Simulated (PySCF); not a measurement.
Q: Write a Z-matrix for `C1=C[CH]1[GeH3]` as optimised with PBE0-D3(BJ)/def2-SVP.

A: 
Z-matrix in Å and degrees, rows numbered from 1:
```
Ge
C   1  1.9594
C   2  1.5091  1  122.23
C   3  1.2945  2   64.62  1   107.34
H   1  1.5440  2  111.06  3    92.76
H   1  1.5430  2  108.91  3   -27.23
H   1  1.5441  2  111.21  3  -147.19
H   2  1.1047  1  113.06  3  -149.74
H   3  1.0868  2  144.86  4  -179.41
H   4  1.0867  2  144.96  3   179.40
```

The 3 C–C bonds span 1.295 Å (C3=C4, drawn double) to 1.510 Å (C2–C4, drawn single), a spread of 0.215 Å. The 3-membered ring C2–C3–C4 has internal angles of 50.8° to 64.6°. Ge1 (germanium bonded to C and 3 H) is tetrahedral (angles from 107.8° to 111.2°).

Method: PBE0-D3(BJ)/def2-SVP geometry optimisation, gas phase in PySCF 2.14.0.

Point group: near Cs, missed by 0.10 Å at most; the miss may be what the optimiser left on a soft mode. No PBE0-D3(BJ)/def2-SVP frequencies stand behind this structure, so it isn't proved a minimum.
